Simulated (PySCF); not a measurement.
C5H3F2N.
Geometry (HF/def2-SVP, Å), atoms numbered from 1 in this order:
```
atom  x, y, z in Å
C1     2.1456    0.2057   -0.5776
C2     1.0663    0.3661    0.1593
F3     1.0903    1.0409    1.2940
C4    -0.2677   -0.1596   -0.1583
F5    -0.3116   -0.8313   -1.2793
C6    -1.3484    0.0076    0.5908
C7    -2.6291   -0.5305    0.2293
N8    -3.6514   -0.9451   -0.0340
H9     2.0985   -0.3500   -1.5003
H10    3.0871    0.6309   -0.2616
H11   -1.2740    0.5678    1.5094
```

Method used: HF/def2-SVP geometry optimisation, gas phase in PySCF 2.14.0.

Take the most abundant isotopes and a rigid rotor. The values belong to one conformer with, in the numbering `[CH2:1]=[C:2]([F:3])/[C:4]([F:5])=[CH:6]/[C:7]#[N:8]`, C1–C2–C4–F5 0°.

Q: Give the principal moments of inertia and the rotational constants in cm⁻¹.

A: Ia = 101.27, Ib = 411.58, Ic = 512.85 u·Å²; 505379 MHz·u·Å²/I gives 4990, 1228 and 985.4 MHz, that is A = 0.16646, B = 0.04096, C = 0.03287 cm⁻¹.

Q: What kind of rotor is it?

A: An asymmetric top; Ray's κ = -0.879.

Q: What does the inertial defect say?

A: Planar: Δ = Ic − Ia − Ib = 0.00 u·Å². For a rigid frame Δ = −2 Σ m c², so it vanishes when all atoms lie in the ab plane; here none is more than 0.01 Å from it.

Q: List the rotational levels J(Ka,Kc) to J = 3 (cm⁻¹).

A: Above 0(0,0):
J = 1: 1(0,1) 0.0738, 1(1,1) 0.1993, 1(1,0) 0.2074
J = 2: 2(0,2) 0.2211, 2(1,2) 0.3389, 2(1,1) 0.3632, 2(2,1) 0.7397, 2(2,0) 0.7400
J = 3: 3(0,3) 0.4411, 3(1,3) 0.5480, 3(1,2) 0.5965, 3(2,2) 0.9611, 3(2,1) 0.9630, 3(3,1) 1.6091, 3(3,0) 1.6091

Q: Which lines would a microwave search look for?

A: The dipole components are |μa| = 4.66 D, |μb| = 0.09 D, |μc| = 0.00 D; the mirror of this Cs structure is the ab plane, so μc vanishes by symmetry and there are no c-type lines. Intensities carry the squares of the components, which stand as 1.00 : 0.00 (a : b). Some of the stronger lines:

```tsv
type	branch	J(Ka,Kc)	MHz	lower level (cm⁻¹)
a	Q	2(1,1) ← 2(1,2)	727	0.339
a	Q	3(1,2) ← 3(1,3)	1455	0.548
a	R	1(0,1) ← 0(0,0)	2213	0.000
a	R	2(1,2) ← 1(1,1)	4184	0.199
a	R	2(0,2) ← 1(0,1)	4415	0.074
a	R	2(1,1) ← 1(1,0)	4669	0.207
a	R	3(1,3) ← 2(1,2)	6269	0.339
a	R	3(0,3) ← 2(0,2)	6595	0.221
a	R	3(2,2) ← 2(2,1)	6640	0.740
a	R	3(2,1) ← 2(2,0)	6685	0.740
a	R	3(1,2) ← 2(1,1)	6996	0.363
```

Q: Estimate the classical rotational partition function at 25 K, 100 K and 200 K.

A: Point group Cs, symmetry number σ = 1; q = (√π/σ)·√((kT/h)³/(ABC)), k/h = 20836.6 MHz/K: 8580 at 25 K, 68600 at 100 K, 194000 at 200 K.

Not checked by HF/def2-SVP frequencies. Zero-point vibration and centrifugal distortion are left out. Quadrupole hyperfine structure (14N) is left out.

The run took 23 s of wall time on one thread, AMD EPYC 7R43 (x86_64), shared host with 256 logical CPUs at a one-minute load of 100, and the process peaked at 0.50 GiB of memory. These figures are those of the optimisation.
